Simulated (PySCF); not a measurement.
Fill in the blanks.

Species: C₇H₁₃NO.
SMILES: `CO[C@@H]1[C@H](N=C)CCC1`

```csv
property,level,value
point group of the GFN2-xTB geometry,GFN2-xTB,?
"rotational constants A, B, C of the GFN2-xTB geometry",GFN2-xTB,?
dipole moment,PBE0/pcSseg-1,?
HOMO energy,PBE0/pcSseg-1,-6.98 eV
LUMO energy,PBE0/pcSseg-1,?
13C chemical shifts (computed TMS as zero) by class,GIAO PBE0/pcSseg-1,?
1H chemical shifts (computed TMS as zero) by class,GIAO PBE0/pcSseg-1,?
"isotropic shieldings of nuclei other than C and H, by class",GIAO PBE0/pcSseg-1,?
```

Electronic properties: PySCF, gas phase, density fitting. NMR classes are plain means over equivalent atoms (diastereotopic ones count apart unless rotation or inversion swaps them), as if these changed places fast; in this geometry the members of some classes differ.

(1) Give the 13C chemical shifts (computed TMS as zero) by class.

(2) What is the LUMO energy?

(3) The point group of the GFN2-xTB geometry?

(4) The dipole moment?

(5) What are the isotropic shieldings of nuclei other than C and H, by class?

(6) What are the rotational constants A, B, C of the GFN2-xTB geometry?

(7) The 1H chemical shifts (computed TMS as zero) by class?

Answers

(1) 155.8 (1 C), 89.0 (1 C), 78.9 (1 C), 59.8 (1 C), 33.5 (1 C), 29.4 (1 C), 22.9 (1 C) ppm.

(2) 0.03 eV.

(3) C1.

(4) 1.46 D.

(5) -140 (1 N), 294 (1 O) ppm.

(6) 2.021, 1.581, 1.030 GHz.

(7) 7.58 (1 H), 7.21 (1 H), 3.60 (1 H), 3.45 (3 H), 3.34 (1 H), 2.41 (1 H), 1.97 (1 H), 1.91 (1 H), 1.89 (1 H), 1.85 (1 H), 1.82 (1 H) ppm.

The rotational constants make it an asymmetric top with κ = (2B − A − C)/(A − C) = 0.11, nearer the oblate limit (+1). With B = h/(8π²I), that is 505.379 GHz u Å² over I, the principal moments of inertia are 250.0, 319.6 and 490.8 u Å² (most abundant isotopes). A dipole of 1.46 D is allowed in C1, and pure rotational transitions are dipole-allowed. In atomic units the dipole is 0.57 e·bohr (1 au = 2.5417 D).

One conformer stands for the species.
